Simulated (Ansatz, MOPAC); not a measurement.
Molecule: trichloro(fluoro)germane, GeCl3F, net charge 0, singlet state. SMILES: [F][Ge]([Cl])([Cl])[Cl]
Geometry from a B3LYP-D3(BJ)/def2-TZVP (Ansatz, a quantum-chemistry and plane-wave program) optimisation:
```xyz
5

F      0.0235    -0.0797     1.9082
Ge     0.0023    -0.0078     0.1874
Cl    -1.6640    -1.1416    -0.4823
Cl     1.8287    -0.8353    -0.5126
Cl    -0.1816     2.0338    -0.3679
```
Charge 0, spin multiplicity 1.

Wanted: vertical ionisation energy to the doublet, in eV. Set-up: six Cartesian d functions in 6-31G* and its kin unless marked 5d; valence correlation only (noble-gas shells and the d and f shells of earlier blocks); spin-orbit terms left out; each state is the SCF solution reached for its charge and spin; LANL2DZ with its own core potentials from Na on; UHF or UKS for open shells; dispersion terms only where a functional's name holds one; non-relativistic. Ab initio and DFT rows: single points at B3LYP-D3(BJ) geometries (Ansatz). Semi-empirical rows: differences of heats of formation at the shared geometry for vertical values.

```
level                              program  vertical ionisation energy to the doublet (eV)
---------------------------------  -------  ----------------------------------------------
PM3                                  MOPAC                                           11.45
PM6                                  MOPAC                                           12.07
PBE/6-31G*                          Ansatz                                           11.24
PBE/6-31G* with LANL2DZ past Ar     Ansatz                                           11.43
B3LYP/STO-3G                        Ansatz                                           10.19
B3LYP/6-31G* with LANL2DZ past Ar   Ansatz                                           11.93
MP2/6-31G* with LANL2DZ past Ar     Ansatz                                           12.57
wB97M-V/def2-TZVPD                  Ansatz                                           12.35
```

No value to compare with is used here. The 7 habitual levels span 10.19 (B3LYP/STO-3G) to 12.57 eV (MP2/6-31G* with LANL2DZ past Ar); wB97M-V/def2-TZVPD gives 12.35.

The levels are drawn from those run, B3LYP/6-31G* more often than the rest, none by its result; left out are runs that failed, that the program found above a lower state of the same kind, or whose <S^2> lies over 0.5 above the pure value.
